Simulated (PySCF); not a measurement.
Order these species by their calculated properties.

All species are isolated and taken at one optimised geometry (atoms past krypton carry core potentials, spin–orbit coupling is left out); the electronic structure was computed with PySCF and density fitting.

Dipoles, sizes and rotational constants follow the conformer. The torsions of the flexible species, by atom-mapped SMILES:
- `[CH2:1]=[CH:2]/[CH:3]=[CH:4]\[B:5]([Cl:6])[Cl:7]`: C1–C2–C3–C4 180°, C3–C4–B5–Cl6 -179°
- `[CH2:1]=[CH:2][B@H-:3]1[NH2+:4][B@@H-:5]([CH3:6])[NH2+:7]1`: C1–C2–B3–N4 12°
- `[BH2-:1]1[NH2+:2][BH-:3]([CH:4]2[CH2:5][CH2:6]2)[NH2+:7]1`: N2–B3–C4–C5 163°
- `[CH2:1]=[C:2]([CH3:3])[BH-:4]1[NH2+:5][BH2-:6][NH2+:7]1`: C1–C2–B4–N5 114°
- `[CH2:1]=[CH:2][B@H-:3]1[NH2+:4][B@H-:5]([CH3:6])[NH2+:7]1`: C1–C2–B3–N4 13°
- `[CH3:1][CH:2]=[C:3]=[CH:4][B:5]([Cl:6])[Cl:7]`: C3–C4–B5–Cl6 -1°

(1) Rank by static isotropic polarisability, highest first (CAM-B3LYP/def2-SVPD at PBE0-D3(BJ)/def2-SVP geometries).
A. `CC[O][In]([O]CC)[O]CC`
B. `C=C[B@H-]1[NH2+][B@@H-](C)[NH2+]1`
C. `B(Cl)(/C=C\C=C)Cl`
D. `[NH2+]1[BH2-][NH2+][BH-]1C1CC1`

(2) Give the two extremes of that set as polarisability volumes in Å³.

(3) Rank by HOMO–LUMO gap, lowest first (CAM-B3LYP/def2-SVPD at PBE0-D3(BJ)/def2-SVP geometries).
A. `C=C[B@H-]1[NH2+][B@@H-](C)[NH2+]1`
B. `[BH2-]1[NH2+][BH-](C2CC2)[NH2+]1`
C. `B(Cl)(Cl)/C=C\C=C`
D. `C=C(C)[BH-]1[NH2+][BH2-][NH2+]1`
E. `CC[O][In]([O]CC)[O]CC`

(4) By how much do the two ends of that ranking differ?

(5) Rank by HOMO energy, highest first (CAM-B3LYP/def2-SVPD at PBE0-D3(BJ)/def2-SVP geometries).
A. `[BH2-]1[NH2+][BH-](C2CC2)[NH2+]1`
B. `C=C[B@H-]1[NH2+][B@@H-](C)[NH2+]1`
C. `C=C(C)[BH-]1[NH2+][BH2-][NH2+]1`
D. `C=C/C=C\B(Cl)Cl`

(6) Rank by electronic spatial extent ⟨r²⟩ about the centre of nuclear charge, highest first (CAM-B3LYP/def2-SVPD at PBE0-D3(BJ)/def2-SVP geometries).
A. `C=C/C=C\B(Cl)Cl`
B. `[BH2-]1[NH2+][BH-](C2CC2)[NH2+]1`
C. `C=C[B@H-]1[NH2+][B@H-](C)[NH2+]1`
D. `C=C[B@H-]1[NH2+][B@@H-](C)[NH2+]1`

(7) Rank by smallest rotational constant, lowest first (PBE0-D3(BJ)/def2-SVP).
A. `[BH2-]1[NH2+][BH-](C2CC2)[NH2+]1`
B. `C=C[B@H-]1[NH2+][B@H-]([NH2+]1)C`
C. `C=C(C)[BH-]1[NH2+][BH2-][NH2+]1`
D. `C(=CC)=CB(Cl)Cl`

(8) By how much do the two ends of that ranking differ?

(9) Rank by lowest singlet excitation, highest first (TDDFT CAM-B3LYP/def2-SVPD at PBE0-D3(BJ)/def2-SVP geometries).
A. `[B@H-]1([NH2+][B@H-](C)[NH2+]1)C=C`
B. `C=C(C)[BH-]1[NH2+][BH2-][NH2+]1`
C. `[BH2-]1[NH2+][BH-](C2CC2)[NH2+]1`
D. `CC[O][In]([O]CC)[O]CC`

Answers

(1) A (121.2 au), C (100.8 au), B (83.0 au), D (80.0 au).

(2) `[BH2-]1[NH2+][BH-](C2CC2)[NH2+]1`: 11.85 Å³; `CC[O][In]([O]CC)[O]CC`: 17.96 Å³.

(3) C (7.11 eV), E (8.20 eV), D (9.05 eV), A (9.29 eV), B (9.90 eV).

(4) By 2.79 eV, between `[BH2-]1[NH2+][BH-](C2CC2)[NH2+]1` and `C=C/C=C\B(Cl)Cl`.

(5) C (-8.27 eV), B (-8.49 eV), D (-8.62 eV), A (-9.02 eV).

(6) A (1476 bohr²), C (975 bohr²), B (932 bohr²), D (900 bohr²).

(7) D (0.700 GHz), A (1.376 GHz), C (1.471 GHz), B (1.593 GHz).

(8) By 0.893 GHz, between `C=C[B@H-]1[NH2+][B@@H-](C)[NH2+]1` and `CC=C=CB(Cl)Cl`.

(9) C (7.25 eV), A (6.71 eV), B (6.46 eV), D (4.68 eV).
